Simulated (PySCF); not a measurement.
**Exact mass, isotope pattern and composition**

Species: `[H]/N=[C]/C(=C\C#N)CN` [radical].

Calculated from tabulated atomic weights, isotope masses and abundances; no fragmentation.

(1) Molar mass and exact mass?

(2) Work out the cluster of the singly charged cation M+, one line a nominal mass.

(3) What resolving power m/Δm just matches the spacing of the species with one 15N and with one 13C?

(4) Protons, neutrons, electrons, and exact less nominal mass of the monoisotopic species?

(5) How much CO2 and H2O would complete combustion of 20.00 mg give?

## Answers

(1) For C5H6N3, with standard atomic weights, 3 × 14.007 + 5 × 12.011 + 6 × 1.008 = 108.124 g/mol. From the most abundant isotopes (14N, 12C, 1H), 3 × 14.003074 + 5 × 12.000000 + 6 × 1.007825 = 108.0562 u.

(2) 
```csv
nominal mass,m/z (centroid),relative intensity
108,108.0556,100.0
109,109.0579,6.6
110,110.0601,0.2
```

Cut off at 0.1 %. One electron mass, 0.00055 u, is taken off. Abundances used (%; other tables differ somewhat): 14N 99.632, 15N 0.368; 12C 98.93, 13C 1.07; 1H 99.9885, 2H 0.0115.

(3) They lie 0.00632 u apart at mass 109.05, so m/Δm is about 17000.

(4) 57 protons, 51 neutrons and 57 electrons; 108.0562 − 108 = +0.0562 u.

(5) 184.97 μmol of compound give 40.70 mg CO2 and 10.00 mg H2O.
